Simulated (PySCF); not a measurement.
Ionisation energy of Mo(2+) by level of theory

Mo(2+) [Kr] 4d4 (5D) → Mo(3+) [Kr] 4d3 (4F), as a difference of total energies. Calculation: PySCF 2.14, in def2-TZVP with the def2 core potential (28 electrons) (6s4p3d1f, 40 functions); scalar relativity through the core potential. Correlated levels: valence: 4s2 4p6 frozen. The calculations carry no spin-orbit coupling.

| method | ionisation energy (eV) |
| --- | --- |
| UHF | 26.105 |
| M06-L | 26.797 |
| PBE | 27.310 |
| MP2 (valence) | 26.515 |
| SCS-MP2 (valence) | 26.242 |

Q: How much does correlation contribute at MP2 (valence)?

A: 26.515 − (26.105) = 0.410 eV, measured against UHF.

The reference lies between the lowest fine-structure levels, while these numbers refer to the centres of the terms.

Errors of the correlated levels include the incompleteness of this basis and the frozen core.

For comparison: 27.13 ± 0.12 eV (semi-empirical (NIST evaluation); NIST Atomic Spectra Database, ionization energies).
